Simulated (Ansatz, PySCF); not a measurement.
C5H7F, SMILES C=C1CC(F)C1. Atoms are numbered in the order given.

```xyz
13

C     -2.3873     0.0185     0.0000
C     -1.0581     0.0727     0.0000
C      0.0011     0.0148     1.0889
C      0.9805    -0.4766     0.0000
F      2.2281     0.0996     0.0000
C      0.0011     0.0148    -1.0889
H     -2.9548    -0.0043     0.9349
H     -2.9548    -0.0043    -0.9349
H     -0.1772    -0.6232     1.9676
H      0.3026     1.0218     1.4248
H      1.1042    -1.5720     0.0000
H      0.3026     1.0218    -1.4248
H     -0.1772    -0.6232    -1.9676
```
Charge 0, spin multiplicity 1.

Coordinates come from a B3LYP-D3(BJ)/def2-SVP optimisation.

Two levels are set side by side: PBE-D3(BJ)/def2-SVP (Ansatz, a quantum-chemistry and plane-wave program) and B3LYP-D3(BJ)/def2-SVP (Ansatz). Each level has its own optimised geometry; the coordinates shown are those of the second. Frequencies come from the Hessian of PySCF at each geometry. Differences are taken from unrounded values.

| quantity | B3LYP-D3(BJ) | PBE-D3(BJ) | PBE-D3(BJ) minus B3LYP-D3(BJ) |
|---|---|---|---|
| mean bond length (Å) | 1.272 | 1.278 | 0.006 |
| bond C1–C2 (Å) | 1.330 | 1.340 | 0.009 |
| bond C2–C3 (Å) | 1.520 | 1.521 | 0.000 |
| bond C2–C6 (Å) | 1.520 | 1.521 | 0.000 |
| bond C3–C4 (Å) | 1.545 | 1.548 | 0.003 |
| bond C4–F5 (Å) | 1.374 | 1.380 | 0.006 |
| bond C4–C6 (Å) | 1.545 | 1.548 | 0.003 |
| bond C1–H7 (Å) | 1.094 | 1.101 | 0.008 |
| bond C1–H8 (Å) | 1.094 | 1.101 | 0.008 |
| bond C3–H9 (Å) | 1.100 | 1.108 | 0.008 |
| bond C3–H10 (Å) | 1.104 | 1.112 | 0.008 |
| bond C4–H11 (Å) | 1.102 | 1.112 | 0.009 |
| bond C6–H12 (Å) | 1.104 | 1.112 | 0.008 |
| bond C6–H13 (Å) | 1.100 | 1.108 | 0.008 |
| highest harmonic wavenumber (cm⁻¹) | 3227 | 3169 | -58 |
| mean harmonic wavenumber (cm⁻¹) | 1421 | 1383 | -39 |
| zero-point energy (kcal/mol) | 67.04 | 65.22 | -1.82 |

Exact exchange shortens and stiffens bonds; PBE has none. Differences between two approximate levels are no errors against the true value.
